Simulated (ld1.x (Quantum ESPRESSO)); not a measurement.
## Transferability test, PAW potential for nickel

Ni (Z = 28), PAW, made with ld1.x (Quantum ESPRESSO) 7.5 (PBE, fully relativistic). Core [Ne], reference 3s2 3p6 3d8.5 4s1.5 4p0. Waves: 3s (bound): rcut 1.20, rcutus 1.45 bohr; 4s (bound): rcut 1.20, rcutus 1.45 bohr; 3p (bound): rcut 1.15, rcutus 1.50 bohr; 4p (bound, empty): rcut 1.15, rcutus 1.50 bohr; 3d (bound): rcut 0.65, rcutus 0.80 bohr; 3d channel at -0.05 Ry: rcut 0.65, rcutus 0.80 bohr; 4f channel at 0.5 Ry: rcut 0.95, rcutus 1.30 bohr. Local part: all-electron potential smoothed inside 0.80 bohr (lloc = -1). Core correction: Bessel-smoothed model core inside 0.60 bohr. Augmentation charge: BESSEL, radius 0.70 bohr.

Open shells are filled in proportion to 2j + 1 (rel_dist='average').

Energies are relative to the spin-unpolarised reference configuration 3s2 3p6 3d8.5 4s1.5 4p0; without spin polarisation the order of configurations can differ from experiment. Not all tests gave a result: test run stopped at test 6 of 7 (negative rho).

| valence configuration | charge | ΔE all-electron (eV) | error AE − PS (meV) |
| --- | --- | --- | --- |
| 3s2 3p6 3d8 4s2 4p0 | 0 | 1.183 | +15 |
| 3s2 3p6 3d8 4s1 4p0 | +1 | 10.505 | +11 |
| 3s2 3p6 3d8 4s0 4p0 | +2 | 27.857 | +8.8 |

Task: What are ΔE and the potential's error for 3s2 3p6 3d8 4s0 4p1?

Result: ΔE = 16.189 eV all-electron; the error (AE − PS) is +24 meV.

Task: What are ΔE and the potential's error for 3s2 3p6 3d9 4s1 4p0?

Result: ΔE = -0.413 eV all-electron; the error (AE − PS) is +3.6 meV.

The ghost test of this file was not conclusive.
